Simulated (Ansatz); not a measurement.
Reaction (ligand exchange at a Ga–F bond): `N#[C][GaH][F]` + HCl → `N#[C][GaH][Cl]` + H–F

Gas-phase electronic energies from Ansatz, PBE0-D4/def2-TZVP geometries. CCSD(T)/CBS is the MP2 limit (def2-TZVPP, def2-QZVPP) plus CCSD(T) − MP2 in def2-TZVPP, frozen cores. This one scheme is used for every species. Functionals use def2-TZVPP. For Ga outer-core shells are correlated without core-valence functions, which leaves a few kJ/mol of doubt a bond. Scalar relativity is left out up to krypton.

`N#[C][GaH][F]`:

Cartesian coordinates in Å:
```
N -1.225 1.022 -1.796
C -0.643 0.528 -0.933
Ga 0.265 -0.346 0.531
F 1.900 0.221 0.727
H -0.297 -1.425 1.472
```

HCl:

Cartesian coordinates in Å:
```
Cl 0.191 -0.554 0.256
H -0.191 0.554 -0.256
```

`N#[C][GaH][Cl]`:

```xyz
5

N     1.713   -1.191   -1.251
C     0.879   -0.621   -0.696
Ga   -0.546    0.339    0.191
Cl   -0.250    0.579    2.279
H    -1.795    0.893   -0.524
```

H–F:

Cartesian coordinates in Å:
```
F -0.370 0.271 -0.034
H 0.370 -0.271 0.034
```

| level | ΔE (eV) |
| --- | --- |
| PBE0-D4 | -0.38 |
| BHLYP-D4 | -0.35 |
| ωB97M-V | -0.31 |
| CCSD/def2-TZVPP | -0.31 |

Q: What does CCSD(T)/CBS give? (Best estimate.)

A: Ansatz gave: -0.37 eV. The listed levels differ from it by -0.01, 0.02, 0.06, 0.06 eV.

Largest T1 diagnostic among the species: 0.015.

Leaving LDA and LC-ωPBE aside and taking each functional with its dispersion term where it has one, the values, not all of them listed here, spread over 0.14 eV, from HSE06-D4 to BLYP-D4. LDA lies −0.03 eV from PBE without D4. At CCSD(T), def2-SVP lies +0.16 eV from the extrapolated value and def2-TZVPP +0.06 eV.
